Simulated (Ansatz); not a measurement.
Compare A (`CO[SiH](C)[SiH3]`) with its isomer B (`C[SiH2]C[SiH2]O`).

Program: Ansatz. Geometries: PBE0-D4/def2-TZVP. ΔE: electronic, gas phase. CCSD(T)/CBS is the MP2 limit (def2-TZVPP, def2-QZVPP) plus CCSD(T) − MP2 in def2-TZVPP, frozen cores. Functionals use def2-TZVPP. B3LYP here is the variant with VWN-RPA as its local correlation; programs differ in this. Each species was taken in one conformer, which may not be the lowest.

Which isomer does CCSD(T)/CBS put lower? Give the gap. (An estimate is asked.)

The calculation gave: B, by 107.5 kJ/mol.

Give E(B) − E(A) in kJ/mol with B2PLYP, HF/def2-TZVPP, CCSD(T)/def2-TZVPP, B3LYP-D4, r2SCAN-D4, MP2/def2-TZVPP, PBE0-D4. (Estimate.)

The calculation gave: B2PLYP -100.8, HF/def2-TZVPP -95.4, CCSD(T)/def2-TZVPP -103.8, B3LYP-D4 -93.6, r2SCAN-D4 -101.0, MP2/def2-TZVPP -117.4, PBE0-D4 -95.9. None reverses the order clearly.

Largest T1 diagnostic: 0.011.

From PBE to PBE0 (25 % exact exchange), in def2-TZVPP and without D4, E(B) − E(A) moves by −6.4 kJ/mol. In def2-TZVPP, CCSD(T) changes the Hartree–Fock value by −8.4 kJ/mol (the triples alone add −0.4 kJ/mol) and MP2 by −22.1 kJ/mol.
